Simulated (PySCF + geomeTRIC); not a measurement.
Species: [Zn(F)(N(CH3)2)] (charge 0, multiplicity 1).

Question: Give a relaxed geometry from TPSS-D3(BJ)/def2-SVP (PySCF + geomeTRIC).

Answer: One answer among several that fit: the end point of this relaxation, one of several conformers.
Cartesian coordinates (Å) in one orientation:
```xyz
11

Zn    -0.492    -0.343     0.017
F      0.009     1.250    -0.486
N     -0.887    -1.989     0.676
C     -0.452    -3.181    -0.032
C     -2.102    -2.193     1.448
H     -0.269    -4.012     0.685
H     -1.191    -3.560    -0.778
H      0.498    -2.997    -0.566
H     -2.986    -2.484     0.832
H     -1.953    -3.003     2.195
H     -2.370    -1.279     2.007
```
